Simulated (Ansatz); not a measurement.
`C[N](C)[GeH]` → `C/N=[CH]\[GeH3]`  (isomerisation)

Calculated with Ansatz (gas phase, PBE0-D4/def2-TZVP geometries, no zero-point term in ΔE). CBS: MP2 limit from def2 TZ/QZ plus the TZ coupled-cluster correction, frozen cores. For Ge outer-core shells are correlated without core-valence functions, which leaves a few kJ/mol of doubt a bond. Scalar relativity is left out up to krypton.

```
          species  MP2/CBS(def2) energy (Eh)
   `C[N](C)[GeH]`                -2211.03943
`C/N=[CH]\[GeH3]`                -2211.01172
```

**Question.** Work out ΔE.

**Answer.** ΔE = (-2211.01172) − (-2211.03943) = 0.02771 Eh = +0.75 eV. CCSD(T)/CBS gives +0.70 eV.

Largest T1 diagnostic among the species: 0.016.

The D4 term adds +0.04 eV with B3LYP and +0.02 eV with PBE0; it sums over pairs of atoms, weighted by their polarisabilities, and B3LYP, whose exchange is more repulsive, gets the larger term. In def2-TZVPP, CCSD(T) changes the Hartree–Fock value by +0.06 eV (the triples alone add −0.01 eV) and MP2 by +0.11 eV.

B3LYP here is the variant with VWN-RPA as its local correlation; programs differ in this.
